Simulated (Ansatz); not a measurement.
**Relaxing a trial structure of AlFH6Si3**

The starting geometry of this gas-phase singlet was optimised with GFN2-xTB.

```yaml
atoms:
  - { symbol: Al, position_ang: [-1.4503, -0.2537, 0.7112] }
  - { symbol: F, position_ang: [-1.5924, -0.0376, -0.9311] }
  - { symbol: Si, position_ang: [-3.3158, 0.3269, 2.1484] }
  - { symbol: Si, position_ang: [-1.7928, 2.0551, 1.8370] }
  - { symbol: Si, position_ang: [-1.9817, 3.6285, 0.1245] }
  - { symbol: H, position_ang: [-0.2382, -1.2484, 0.8543] }
  - { symbol: H, position_ang: [-2.8721, -0.0838, 3.5383] }
  - { symbol: H, position_ang: [-0.8062, 2.7403, 2.7396] }
  - { symbol: H, position_ang: [-3.3122, 4.2471, 0.1793] }
  - { symbol: H, position_ang: [-1.8382, 3.0021, -1.1857] }
  - { symbol: H, position_ang: [-1.0150, 4.7293, 0.1889] }
```

Problem. Where would you expect an optimisation with PBE0-D3(BJ)/def2-SVP to take it?

Solution. A bond breaks, giving a structure given below by its coordinates. Contacts that open: Al1–Si4 (2.59 → 3.71 Å).

The energy falls by 0.62 eV over 62 steps:

```
step  E − E(last) (eV)
   1             0.619
   8             0.082
  15             0.038
  21             0.016
  28             0.013
  35             0.013
  42             0.008
  48             0.001
  55             0.000
  62             0.000
```

Final geometry (Å):

```yaml
atoms:
  - { symbol: Al, position_ang: [-1.1858, -0.5553, 0.4247] }
  - { symbol: F, position_ang: [-1.1300, 0.5980, -0.7934] }
  - { symbol: Si, position_ang: [-1.9403, 0.4320, 2.4488] }
  - { symbol: Si, position_ang: [-2.3351, 2.5319, 2.1390] }
  - { symbol: Si, position_ang: [-2.0176, 3.5391, 0.0504] }
  - { symbol: H, position_ang: [-0.7511, -2.0265, 0.0468] }
  - { symbol: H, position_ang: [-2.1452, -0.2003, 3.7831] }
  - { symbol: H, position_ang: [-2.8230, 3.4278, 3.2306] }
  - { symbol: H, position_ang: [-2.3879, 4.9789, 0.2206] }
  - { symbol: H, position_ang: [-2.9085, 2.9278, -0.9759] }
  - { symbol: H, position_ang: [-0.5906, 3.4524, -0.3701] }
```

Frequencies at the end are all real (lowest 31 cm⁻¹). Run with Ansatz 0.2.0, 100 s on 2 threads of Intel(R) Xeon(R) 6975P-C (Granite Rapids), with other jobs on the host.
